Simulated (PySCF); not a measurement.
Method: PySCF with B3LYP-D3(BJ)/def2-TZVP // PBE-D3(BJ)/def2-SVP. Gas-phase values, no solvent. One relaxed conformer stands for a flexible species; it need not be the lowest. B3LYP has the VWN-RPA correlation part, as in Gaussian. 

Reference species: [Cd(Br)2] (neutral, multiplicity 1).

LUMO: -2.71 eV
HOMO: -8.13 eV

Changed species: [Cd(CH3)2] (0 of 2 CH3 replaced by Br; the reference has 2 of 2 CH3 replaced by Br).

Question: What does the change do to the LUMO and HOMO?

Answer: the LUMO goes up by 2.40 eV, to -0.31 eV; the HOMO rises by 1.49 eV, to -6.64 eV.
